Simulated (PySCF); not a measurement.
# Working out the ionisation energy of N⁺

N⁺ [He] 2s2 2p2 (3P) → N²⁺ [He] 2s2 2p1 (2P). All numbers are calculated (PySCF 2.14, scalar relativity by spin-free X2C-1e, in dyall-acv3z). Frozen: 1s2; the 19 highest virtual orbitals dropped. Energies in hartree (1 hartree = 27.21139 eV):

```json
{"part": "UHF", "N⁺ (lower)": "-53.923365", "N²⁺ (upper)": "-52.850195"}
{"part": "CCSD correlation", "N⁺ (lower)": "-0.095367", "N²⁺ (upper)": "-0.085615"}
{"part": "(T)", "N⁺ (lower)": "-0.001688", "N²⁺ (upper)": "-0.001070"}
```

**Question.** What does Hartree-Fock give?

**Answer.** (-52.850195) − (-53.923365) = 1.073170 hartree = 29.202 eV.

**Question.** What do CCSD and CCSD(T) give?

**Answer.** The CCSD correlation energies differ by 0.009752 hartree = 0.265 eV and the triples by 0.000618 hartree = 0.017 eV, so CCSD gives 29.467 eV and CCSD(T) 29.484 eV.

A first-order spin-orbit estimate adds -0.003 eV to CCSD(T) (valence), giving 29.481 eV against 29.601 eV (semi-empirical (NIST evaluation); NIST Atomic Spectra Database, ionization energies).

What remains against the reference includes basis incompleteness, the frozen core and higher excitations.
